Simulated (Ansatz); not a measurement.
Total energies of SnH₄ from Ansatz at PBE-D4/def2-TZVP, gas phase (1 Eh = 27.2114 eV = 2625.5 kJ/mol). The reference geometry is relaxed at PBE-D4/def2-TZVP.

```xyz
5

Sn    0.000    0.000    0.000
H     0.341   -1.089   -1.282
H     0.094    1.613   -0.579
H     1.144   -0.223    1.259
H    -1.579   -0.301    0.602
```

| state | geometry | energy (Eh) |
| --- | --- | --- |
| charge 0 singlet | reference | -216.64984 |
| charge 1 doublet | reference | -216.23839 |
| free Sn atom (triplet) | – | -214.24935 |
| free H atom (doublet) | – | -0.49962 |

In the def2 sets Sn takes a core potential; there is no spin–orbit coupling.

Q: Work out the vertical ionisation energy to the doublet.

A: E(charge 1 doublet) − E(charge 0 singlet) = -216.23839 − (-216.64984) = 0.41145 Eh = 11.20 eV. For comparison, −ε of the highest occupied level is 7.92 eV at this level, 3.28 eV less.

Q: What is the binding energy per atom against free atoms?

A: Atoms: 1 × (-214.24935) + 4 × (-0.49962) = -216.24783 Eh. Binding: -216.24783 − (-216.64984) = 0.40201 Eh = 10.94 eV, or 2.19 eV for each of 5 atoms (no zero-point energy, no counterpoise term).

At PBE-D4/def2-TZVP the gap within one spin of the charge 1 doublet nearly closes, so an electron or hole may be smeared out by delocalisation error.
